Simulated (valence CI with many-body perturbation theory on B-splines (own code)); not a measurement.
The numbers below are computed, except where a source is named.
## Energy levels of Xe XLII

Method: valence CI with perturbative core correlation (CI+MBPT): three valence electrons over a frozen Dirac-Fock core [Ne], a basis of 11 s, 11 p, 10 d, 8 f, 5 g, 2 h functions for each j, with the one-electron correlation potential Σ1, the two-electron term Σ2, the three-electron term Σ3, Breit, model QED; selected CI, second order for the rest, scaled by the run's own slope (own B-spline code, finite nucleus).

The last digits are not significant, and no measured levels were compared; by estimate large intervals hold to a few tenths of a per cent, small ones and those within an open d or f shell to about a per cent.

Levels 1 to 45 of 156, with energies above the lowest level, (3s^2 3p1/2) J=1/2. "Leading %" is the weight of the configuration and term that name the level; weights of strongly mixed levels are sums over their largest components and can fall short, so below about 35 % the name and the second component can differ from the true leading terms, or belong to a minority configuration. In the jj column 3d3/2^4 stands for four electrons in 3d with j = 3/2.

```csv
No.,Configuration,Term,J,E (× 10³ cm⁻¹),Leading %,Second component,Leading jj
1,3s2.3p,2P°,1/2,0.00,99,,3s^2 3p1/2 (99 %)
2,3s2.3p,2P°,3/2,665.94,98,,3s^2 3p3/2 (98 %)
3,3s.3p2,4P,1/2,817.71,66,24 % 3s.3p2 2S,3s 3p1/2^2 (94 %)
4,3s.3p2,4P,3/2,1343.0,93,5 % 3s.3p2 2D,3s 3p1/2 3p3/2 (98 %)
5,3s.3p2,2D,5/2,1433.1,51,46 % 3s.3p2 4P,3s 3p1/2 3p3/2 (95 %)
6,3s.3p2,2D,3/2,1557.5,62,21 % 3s.3p2 2P,3s 3p1/2 3p3/2 (83 %)
7,3s.3p2,2P,1/2,1623.3,71,22 % 3s.3p2 4P,3s 3p1/2 3p3/2 (92 %)
8,3s2.3d,2D,3/2,1917.1,83,10 % 3s.3p2 2P,3s^2 3d3/2 (83 %)
9,3s2.3d,2D,5/2,1963.4,58,30 % 3s.3p2 4P,3s^2 3d5/2 (58 %)
10,3s2.3d,2D,5/2,2161.7,38,37 % 3s.3p2 2D,3s 3p3/2^2 (56 %)
11,3s.3p2,2S,1/2,2293.3,69,18 % 3s.3p2 2P,3s 3p3/2^2 (96 %)
12,3s.3p2,2P,3/2,2333.1,66,26 % 3s.3p2 2D,3s 3p3/2^2 (94 %)
13,3p3,2P°,3/2,2391.4,35,25 % 3p3 2D°,3p1/2^2 3p3/2 (79 %)
14,3s.3p.3d,4F°,3/2,2503.8,79,12 % 3s.3p.3d 2D°,3s 3p1/2 3d3/2 (90 %)
15,3s.3p.3d,4F°,5/2,2564.7,55,18 % 3s.3p.3d 2D°,3s 3p1/2 3d3/2 (90 %)
16,3s.3p.3d,4D°,1/2,2705.4,69,23 % 3s.3p.3d 2P°,3s 3p1/2 3d3/2 (94 %)
17,3s.3p.3d,4D°,3/2,2714.6,47,26 % 3s.3p.3d 4P°,3s 3p1/2 3d3/2 (76 %)
18,3s.3p.3d,4P°,5/2,2727.4,35,26 % 3s.3p.3d 4D°,3s 3p1/2 3d5/2 (94 %)
19,3s.3p.3d,4F°,7/2,2777.2,58,22 % 3s.3p.3d 4D°,3s 3p1/2 3d5/2 (91 %)
20,3s.3p.3d,2F°,5/2,2835.0,33,18 % 3s.3p.3d 4P°,3s 3p1/2 3d5/2 (84 %)
21,3s.3p.3d,2D°,3/2,2841.4,36,29 % 3p3 4S°,3s 3p1/2 3d5/2 (51 %)
22,3p3,2D°,5/2,3057.3,61,32 % 3s.3p.3d 2F°,3p1/2 3p3/2^2 (61 %)
23,3p3,2D°,3/2,3106.0,42,26 % 3p3 4S°,3p1/2 3p3/2^2 (66 %)
24,3p3,2P°,1/2,3134.3,84,15 % 3s.3p.3d 2P°,3p1/2 3p3/2^2 (84 %)
25,3s.3p.3d,4P°,3/2,3254.6,42,41 % 3s.3p.3d 4D°,3s 3p3/2 3d3/2 (97 %)
26,3s.3p.3d,4D°,5/2,3257.2,54,16 % 3s.3p.3d 4F°,3s 3p3/2 3d3/2 (84 %)
27,3s.3p.3d,4P°,1/2,3260.9,87,12 % 3s.3p.3d 4D°,3s 3p3/2 3d3/2 (97 %)
28,3s.3p.3d,4D°,7/2,3274.0,50,34 % 3s.3p.3d 4F°,3s 3p3/2 3d3/2 (69 %)
29,3s.3p.3d,4F°,9/2,3290.6,100,,3s 3p3/2 3d5/2 (100 %)
30,3s.3p.3d,2D°,3/2,3390.2,54,26 % 3s.3p.3d 4P°,3s 3p3/2 3d5/2 (60 %)
31,3s.3p.3d,2D°,5/2,3422.6,48,36 % 3s.3p.3d 4P°,3s 3p3/2 3d5/2 (94 %)
32,3s.3p.3d,2D°,3/2,3484.1,45,18 % 3s.3p.3d 2P°,3s 3p3/2 3d3/2 (50 %)
33,3s.3p.3d,2F°,7/2,3499.0,87,11 % 3s.3p.3d 4D°,3s 3p3/2 3d5/2 (76 %)
34,3s.3p.3d,2F°,5/2,3526.9,75,14 % 3s.3p.3d 2D°,3s 3p3/2 3d3/2 (89 %)
35,3p2.3d,4F,3/2,3529.3,41,25 % 3p2.3d 2D,3p1/2^2 3d3/2 (97 %)
36,3s.3p.3d,2P°,1/2,3541.7,76,18 % 3s.3p.3d 4D°,3s 3p3/2 3d3/2 (76 %)
37,3s.3p.3d,2F°,7/2,3589.5,77,17 % 3s.3p.3d 4D°,3s 3p3/2 3d5/2 (91 %)
38,3s.3p.3d,2P°,1/2,3651.8,84,12 % 3p3 2P°,3s 3p3/2 3d5/2 (74 %)
39,3s.3p.3d,2P°,3/2,3698.1,82,6 % 3s.3p.3d 2D°,3s 3p3/2 3d5/2 (94 %)
40,3s.3p.3d,2D°,5/2,3712.7,65,19 % 3s.3p.3d 2F°,3s 3p3/2 3d5/2 (87 %)
41,3p2.3d,2D,5/2,3735.2,25,25 % 3p2.3d 4F,3p1/2^2 3d5/2 (92 %)
42,3p3,2P°,3/2,3906.8,42,26 % 3p3 2D°,3p3/2^3 (77 %)
43,3p2.3d,2F,5/2,4060.2,55,34 % 3p2.3d 4F,3p1/2 3p3/2 3d3/2 (90 %)
44,3p2.3d,4F,3/2,4104.0,38,31 % 3p2.3d 2P,3p1/2 3p3/2 3d3/2 (96 %)
45,3p2.3d,4D,1/2,4119.6,82,16 % 3p2.3d 2P,3p1/2 3p3/2 3d3/2 (99 %)
```

The ionisation energy to 3s2 1S_0 of the next ion comes out as 3069.5 eV (NIST: 3068 ± 4 eV (theoretical)). All 156 levels together are meant to be complete up to 12121 × 10³ cm⁻¹.
